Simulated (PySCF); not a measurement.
H5NSi2, neutral, multiplicity 1.

```xyz
8

Si    -0.7682     0.7984     0.0000
N      0.7555     1.5824     0.0000
H      0.8225     2.5914     0.0000
H      1.6689     1.1487     0.0000
Si     0.1411    -1.4375     0.0000
H      1.6381    -1.4626     0.0000
H     -0.3190    -2.2038    -1.1948
H     -0.3190    -2.2038     1.1948
```

Geometry: r2SCAN-D4/def2-TZVP. One conformer was computed; it need not be the lowest.

All values below come from PBE0/pcSseg-1 run with PySCF. Non-relativistic, no solvent.

Task: Give the absolute GIAO shielding of each atom: isotropic value and principal components (ppm). (An estimate is asked for; the answer gives what the named calculation found.)

Result: 
```csv
atom,σ(iso),σ11,σ22,σ33,span
Si1,-83.9,-812.5,191.5,369.2,1181.7
N2,77.2,-88.3,107.5,212.4,300.7
H3,24.7,22.5,23.0,28.6,6.1
H4,24.8,20.7,22.0,31.7,10.9
Si5,440.3,390.5,450.2,480.1,89.6
H6,28.4,26.0,26.6,32.5,6.5
H7,27.7,25.2,26.1,31.7,6.6
H8,27.7,25.2,26.1,31.7,6.6
```
